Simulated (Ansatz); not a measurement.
C9H13N can be A, `Cc1ccc(N(C)C)cc1`, or B, `CC(C)(C)c1cccnc1`.

Program: Ansatz. Geometries: PBE0-D4/def2-TZVP. ΔE: electronic, gas phase. CBS: MP2 limit from def2 TZ/QZ plus the TZ coupled-cluster correction, frozen cores. Functionals use def2-TZVPP. B3LYP here is the variant with VWN-RPA as its local correlation; programs differ in this. Each species was taken in one conformer, which may not be the lowest.

A:

```xyz
23

C     2.4359   -2.2075    1.8099
C     1.4711   -1.3152    1.0904
C     0.4369   -0.6703    1.7577
C    -0.4420    0.1785    1.1084
C    -0.3169    0.4336   -0.2647
N    -1.1654    1.3062   -0.9167
C    -2.3521    1.7552   -0.2398
C    -1.1689    1.3260   -2.3547
C     0.7110   -0.2349   -0.9459
C     1.5775   -1.0792   -0.2754
H     1.9834   -2.6435    2.7030
H     3.3266   -1.6575    2.1315
H     2.7743   -3.0263    1.1710
H     0.3038   -0.8398    2.8221
H    -1.2344    0.6404    1.6811
H    -2.1008    2.2924    0.6787
H    -2.8892    2.4492   -0.8852
H    -3.0340    0.9331    0.0253
H    -1.8771    2.0789   -2.6986
H    -0.1857    1.6004   -2.7466
H    -1.4516    0.3592   -2.7981
H     0.8382   -0.1023   -2.0115
H     2.3593   -1.5767   -0.8418
```

B:

Z-matrix (Å, degrees):
```
C
C 1 1.525
H 1 1.093 2 111.8
H 1 1.093 2 111.8 3 121.7
H 1 1.092 2 109.5 3 -119.1
C 2 1.532 1 108.5 3 59.8
C 2 1.532 1 108.5 3 178.5
C 2 1.521 1 111.9 3 -60.9
H 6 1.093 2 110.2 1 58.0
H 6 1.092 2 111.7 1 177.8
H 6 1.093 2 110.9 1 -61.8
H 7 1.093 2 110.2 1 -58.0
H 7 1.092 2 111.7 1 -177.8
H 7 1.093 2 110.9 1 61.8
C 8 1.388 2 123.7 1 -0.0
C 8 1.397 2 120.2 1 180.0
C 15 1.387 8 119.8 2 -180.0
H 15 1.083 8 120.7 2 -0.0
N 16 1.325 8 125.0 2 180.0
H 16 1.087 8 119.8 2 -0.0
C 17 1.383 15 118.7 8 -0.0
H 17 1.084 15 120.9 8 180.0
H 21 1.086 17 120.8 15 -180.0
```

Task: Which is lower in electronic energy at CCSD(T)/CBS, and by how much? (Estimate.)

Result: Computed: B, by 38.2 kJ/mol.

Task: Give E(B) − E(A) in kJ/mol with LDA (SPW92), B2PLYP, BLYP-D4, PBE0-D4, CCSD/def2-TZVPP, r2SCAN-D4, B3LYP. (Best estimate.)

Result: Ansatz gave: LDA (SPW92) -4.1, B2PLYP -25.4, BLYP-D4 -18.0, PBE0-D4 -20.3, CCSD/def2-TZVPP -39.3, r2SCAN-D4 -23.0, B3LYP -14.6. None reverses the order clearly.

Largest T1 diagnostic: 0.011.

In def2-TZVPP, CCSD(T) changes the Hartree–Fock value by −10.6 kJ/mol (the triples alone add −1.5 kJ/mol) and MP2 by −9.8 kJ/mol. Leaving LDA and LC-ωPBE aside and taking each functional with its dispersion term where it has one, the values, not all of them listed here, spread over 16.9 kJ/mol, from ωB97X-V to PBE-D4. LDA lies +9.2 kJ/mol from PBE without D4.
